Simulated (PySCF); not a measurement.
# Two-component Hartree-Fock for Ag¹²⁺ (silver, charge +12)

Start: [Ar] 3d10 4s2 4p5; 4p1/2 filled at m_j = -1/2, +1/2; 4p3/2 filled at m_j = -1/2, +1/2, +3/2. Calculated with PySCF 2.14 in an uncontracted even-tempered set (18 s from 0.5 bohr⁻², ratio 2.8; 14 p from 0.65 bohr⁻², ratio 2.8; 9 d from 1.1 bohr⁻², ratio 2.8; 4 f from 5.1 bohr⁻², ratio 3): generalised Hartree-Fock with the X2C-1e Hamiltonian and a Gaussian nucleus; spin-orbit coupling (SO) screened by Boettger's factors.

```
spinor shell  electrons  ε, screened SO (eV)  weight of nominal j (screened SO)  rms radius, screened SO (bohr)
       1s1/2          2             -25911.7                              1.000                          0.0357
       2s1/2          2              -4129.4                              1.000                           0.146
       2p1/2          2              -3846.9                              1.000                           0.127
       2p3/2          4              -3669.2                              1.000                           0.131
       3s1/2          2              -1004.1                              1.000                           0.391
       3p1/2          2              -890.38                              1.000                           0.385
       3d3/2          4              -657.62                              0.998                           0.371
       3d5/2          6              -650.94                              0.999                           0.374
       4s1/2          2              -344.44                              1.000                           0.898
       4p1/2          2              -302.62                              0.974                           0.929
       4p3/2          3              -295.83                              0.983                           0.948
```

**Question.** Where does 3p3/2 lie, and what is the 3p spin-orbit splitting (screened SO)?

**Answer.** At -857.05 eV, 33.329 eV above 3p1/2.

```tsv
quantity	screened SO
E (hartree)	-5266.64497
M_J	3/2
⟨J²⟩	3.753
⟨L²⟩	2.013
⟨S²⟩	0.761
```

Each row is a mean over spinors that exchange with the open shell spreads, by up to 6.442 eV (4s1/2).

Breit and QED terms are absent; they matter most for the inner s and p1/2 levels.

Densities and radii are taken from the X2C orbitals without a picture-change correction, which distorts them close to the nucleus.
